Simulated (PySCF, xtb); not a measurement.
BF₂, SMILES [B+](F)F, charge +1.

Coordinates come from a PBE-D3(BJ)/def2-TZVP optimisation.

These are IEF-PCM-B3LYP/def2-SVP (PySCF) values and carry that method's errors.

The values are the electrostatic part of the solvation free energy, E(continuum) − E(gas) at the gas-phase geometry, in a cavity of scaled van der Waals radii (PySCF's table); cavitation and dispersion terms are not included. In vacuum the orbital gap is 13.47 eV.

Q: Estimate the values in water (ε = 78.36), dimethylsulfoxide (ε = 46.83), acetone (ε = 20.49). (The exact figures need the calculation; the answer reports its results.)

A: 
```
solvent                ε  ΔG(elec) (kcal/mol)  gap (eV)
-----------------  -----  -------------------  --------
water              78.36                -69.1     13.57
dimethylsulfoxide  46.83                -68.5     13.56
acetone            20.49                -66.5     13.56
```

For comparison, GFN2-xTB/ALPB(water) (xtb, at the GFN2-xTB geometry, all terms of that model) gives -67.0 kcal/mol.
